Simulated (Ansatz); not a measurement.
C₂H₇AlFN (`[CH3][Al]([NH2])[CH2]F`). Total charge 0; spin multiplicity 1. All single points use the PBE0-D4/def2-TZVP geometry. It is one conformer, not always the lowest.

```xyz
12

C    -1.123    0.791   -1.286
Al    0.200    0.088   -0.044
N     1.897    0.589   -0.126
C    -0.261   -1.220    1.378
F    -1.632   -1.525    1.322
H    -0.696    1.497   -2.002
H    -1.594   -0.018   -1.852
H    -1.928    1.301   -0.749
H     2.634    0.267    0.480
H     2.269    1.244   -0.796
H    -0.052   -0.848    2.388
H     0.286   -2.166    1.285
```

(1) What is the dipole moment at r2SCAN/def2-TZVPP? (Estimate.)

(2) And with PBE, B3LYP, ωB97M-V? (Estimate.)

(3) Give the Mulliken charges with r2SCAN, B3LYP, ωB97M-V in def2-TZVPP. (Best estimate.)

Results:

(1) The calculation gave: 2.45 D, with components (2.26, 0.88, -0.36) D in this frame, pointing from negative to positive charge.

(2) The calculation gave: PBE 2.38 D, B3LYP 2.51 D, ωB97M-V 2.49 D.

(3) Computed: 
| atom | r2SCAN | B3LYP | ωB97M-V |
| --- | --- | --- | --- |
| C1 | -0.39 | -0.44 | -0.52 |
| Al2 | 0.61 | 0.55 | 0.60 |
| N3 | -0.48 | -0.42 | -0.38 |
| C4 | -0.06 | -0.10 | -0.17 |
| F5 | -0.26 | -0.27 | -0.25 |
| H6 | 0.05 | 0.08 | 0.10 |
| H7 | 0.07 | 0.09 | 0.11 |
| H8 | 0.07 | 0.09 | 0.11 |
| H9 | 0.14 | 0.12 | 0.10 |
| H10 | 0.14 | 0.13 | 0.10 |
| H11 | 0.05 | 0.08 | 0.10 |
| H12 | 0.05 | 0.08 | 0.10 |

B3LYP here is the variant with VWN-RPA as its local correlation; programs differ in this.
